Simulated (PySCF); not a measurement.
C7H12SSi, SMILES CCC[SiH2]c1cccs1 (GFN2-xTB optimised geometry):

```
21

C     -2.175    -3.497    -0.666
C     -1.208    -3.175     0.465
C     -0.341    -1.955     0.168
Si    -1.321    -0.337    -0.013
C     -0.100     1.084     0.000
C      1.264     1.084     0.000
C      1.837     2.374     0.000
C      0.898     3.354    -0.001
S     -0.696     2.713    -0.003
H     -2.717    -4.416    -0.454
H     -1.636    -3.624    -1.602
H     -2.897    -2.694    -0.792
H     -0.563    -4.042     0.634
H     -1.772    -3.003     1.384
H      0.386    -1.846     0.976
H      0.233    -2.145    -0.741
H     -2.252    -0.172     1.112
H     -2.070    -0.274    -1.276
H      1.846     0.179    -0.001
H      2.897     2.560     0.001
H      1.040     4.416     0.001
```

Method: B3LYP/def2-SVP (PySCF 2.14.0).

Task: What are the frontier orbital energies and the dipole moment?

Result: HOMO-2 -8.13 eV, HOMO-1 -6.91 eV, HOMO -6.52 eV, LUMO -0.61 eV, LUMO+1 0.79 eV; dipole moment 1.05 D.

On the same geometry PBE/def2-SVP in PySCF 2.14.0 gives HOMO-2 -7.05 eV, HOMO-1 -6.11 eV, HOMO -5.74 eV, LUMO -1.32 eV, LUMO+1 0.04 eV; dipole moment 1.09 D.

Meta-Löwdin charges at B3LYP/def2-SVP: C1 -0.28, C2 -0.14, C3 -0.39, Si4 0.64, C5 -0.34, C6 -0.12, C7 -0.13, C8 -0.23, S9 0.26, H10 0.09, H11 0.09, H12 0.09, H13 0.08, H14 0.08, H15 0.10, H16 0.10, H17 -0.12, H18 -0.12, H19 0.11, H20 0.11, H21 0.12.
